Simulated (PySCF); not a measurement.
# Converging Be₂⁺ in the basis (PBE0)

PySCF, UKS reference; doublet, unpaired electrons σ ↑; De to Be⁺ + Be without counterpoise correction.

| basis | relativity | functions | Re (Å) | ωe (cm⁻¹) | De (eV) |
| --- | --- | --- | --- | --- | --- |
| aug-pcseg-1 | no relativity | 26 | 2.203 | 539 | 2.24 |
| cc-pVDZ | no relativity | 28 | 2.220 | 538 | 2.35 |
| aug-cc-pVDZ | no relativity | 46 | 2.225 | 534 | 2.36 |

How does each smaller set differ from the one with most functions, aug-cc-pVDZ?

aug-pcseg-1: -2.2 pm, +0.9 % in ωe, -0.12 eV in De; cc-pVDZ: -0.5 pm, +0.7 % in ωe, -0.01 eV in De. All at PBE0; the set with most functions is neither the basis-set limit nor always the best.

The state was picked by a PBE0 search and need not be the measured ground state.
